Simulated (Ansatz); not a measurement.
CH5FSiTe, SMILES `F[SiH2]C[TeH]` at its PBE0-D4/def2-TZVP geometry, where that method's forces vanish. The species carries charge 0 and has multiplicity 1. Te: def2 effective core potential.

```xyz
9

F     0.4013    1.1015   -1.5614
Si   -0.2349   -0.2715   -1.0344
C     0.2639   -0.5398    0.7319
Te   -0.3219    1.1038    1.9914
H    -1.7085   -0.1758   -1.1488
H     0.2968   -1.3486   -1.9091
H     1.3313   -0.7221    0.8550
H    -0.2792   -1.4014    1.1305
H     0.2512    2.2538    0.9451
```

**Question.** What forces (eV/Å) does B3LYP-D4/def2-TZVPP give on these atoms in the Gaussian-basis code of Ansatz? (Estimate.)

**Answer.** Ansatz gave: 
```
F1   0.073  0.161 -0.064
Si2 -0.133 -0.253 -0.108
C3   0.095 -0.278 -0.097
Te4 -0.102  0.202  0.289
H5   0.098 -0.010  0.003
H6  -0.038  0.065  0.048
H7  -0.079 -0.002 -0.010
H8   0.058  0.050 -0.022
H9   0.026  0.065 -0.040
```

B3LYP here is the variant with VWN-RPA as its local correlation; programs differ in this.
